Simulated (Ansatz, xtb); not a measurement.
## Two isomers of C5H4N2S2

Structure X is `C#Cc1nc(SC)ns1`, a singlet and structure Y is `N#Cc1nscc1CS`, a singlet. Both are isolated molecules in the gas phase, relaxed with r2SCAN-D4/def2-SVP; the shapes shown needn't be the lowest conformers.

X (Å):

```xyz
13

C     0.4528    0.0462   -4.0930
C     0.0286    0.0703   -2.9523
C    -0.5167    0.0722   -1.6490
C    -0.7733    0.3496    0.4966
C    -1.6457    0.4426    3.0722
N     0.0716    0.5192   -0.5623
N    -1.9672   -0.1928    0.3148
S    -0.2049    0.8753    2.0658
S    -2.1207   -0.5501   -1.3031
H     0.8449    0.0335   -5.0938
H    -1.8406   -0.6375    3.0241
H    -2.5348    0.9894    2.7297
H    -1.3951    0.7356    4.1008
```

Y (Å):

```xyz
13

C     0.9861    0.2140   -0.9495
C     0.5187    0.8337    0.2528
C    -1.0142    1.5979    1.7675
C    -0.8818    0.9523    0.5563
C    -1.9854    0.4731   -0.3332
N     1.2810   -0.2943   -1.9556
N     1.3843    1.3282    1.1303
S     0.5377    1.9797    2.3912
S    -2.2638    1.5359   -1.8095
H    -1.9374    1.8546    2.2902
H    -2.9418    0.4746    0.2084
H    -1.7985   -0.5582   -0.6706
H    -1.2008    1.0837   -2.5124
```

Quicker runs give these differences E(Y) − E(X): GFN2-xTB −9.1 kcal/mol; HF/STO-3G −30.3 kcal/mol (at GFN2-xTB geometries); r2SCAN-D4/def2-SVP//GFN2-xTB −26.6 kcal/mol.

Problem. Estimate E(Y) − E(X) at the level CCSD(T)/def2-SVP + ΔMP2/def2-TZVPP.

Solution. Calculated at CCSD(T)/def2-SVP + ΔMP2/def2-TZVPP: E(Y) − E(X) = −30.5 kcal/mol, so structure Y lies lower.

Level by level:

```json
{"level": "GFN2-xTB", "geometry": "GFN2-xTB", "E(Y) − E(X) (kcal/mol)": "−9.1", "departure from the last row (kcal/mol)": "+21.4", "job, with rough time for the two": "optimisation, 0.25 s"}
{"level": "HF/STO-3G", "geometry": "GFN2-xTB", "E(Y) − E(X) (kcal/mol)": "−30.3", "departure from the last row (kcal/mol)": "+0.2", "job, with rough time for the two": "single point, 0.56 s"}
{"level": "r2SCAN-D4/def2-SVP//GFN2-xTB", "geometry": "GFN2-xTB", "E(Y) − E(X) (kcal/mol)": "−26.6", "departure from the last row (kcal/mol)": "+3.9", "job, with rough time for the two": "single point, 5.1 s"}
{"level": "r2SCAN-D4/def2-SVP", "geometry": "r2SCAN-D4/def2-SVP", "E(Y) − E(X) (kcal/mol)": "−26.9", "departure from the last row (kcal/mol)": "+3.6", "job, with rough time for the two": "optimisation, 61 s"}
{"level": "HF/def2-SVP", "geometry": "r2SCAN-D4/def2-SVP", "E(Y) − E(X) (kcal/mol)": "−33.0", "departure from the last row (kcal/mol)": "−2.5", "job, with rough time for the two": "part of the CCSD(T) run"}
{"level": "MP2/def2-SVP", "geometry": "r2SCAN-D4/def2-SVP", "E(Y) − E(X) (kcal/mol)": "−35.3", "departure from the last row (kcal/mol)": "−4.8", "job, with rough time for the two": "part of the CCSD(T) run"}
{"level": "CCSD(T)/def2-SVP", "geometry": "r2SCAN-D4/def2-SVP", "E(Y) − E(X) (kcal/mol)": "−33.8", "departure from the last row (kcal/mol)": "−3.3", "job, with rough time for the two": "single point"}
{"level": "CCSD(T)/def2-SVP + ΔMP2/def2-TZVPP", "geometry": "r2SCAN-D4/def2-SVP", "E(Y) − E(X) (kcal/mol)": "−30.5", "departure from the last row (kcal/mol)": "", "job, with rough time for the two": "single point, 2.1 min"}
```

As drawn, Y has 1 C≡N, 1 C–C, 2 C∷C, 1 S–H in place of 1 C≡C, 2 C∷N, 1 C–S, 1 C–H (∷ is an aromatic bond).

The levels shown agree on the order. The largest departure from CCSD(T)/def2-SVP + ΔMP2/def2-TZVPP is that of GFN2-xTB, 21.4 kcal/mol. The last row adds to CCSD(T) the change of the MP2 difference between the two basis sets, here +3.3 kcal/mol, a large step that makes the value less sure.

With thermal terms from frequencies at re-optimised GFN2-xTB minima (ideal gas, soft modes damped towards free rotors, one conformer each, 298.15 K, 1 atm): on the last row, ΔE + ΔZPE = −30.7, ΔH = −31.1, ΔG = −30.4 kcal/mol.

The correlated steps freeze 17 core orbitals. Codes used: Ansatz 0.2.0, xtb 6.7.1; the last row on 4 threads of Arm Neoverse V1 on a shared host.
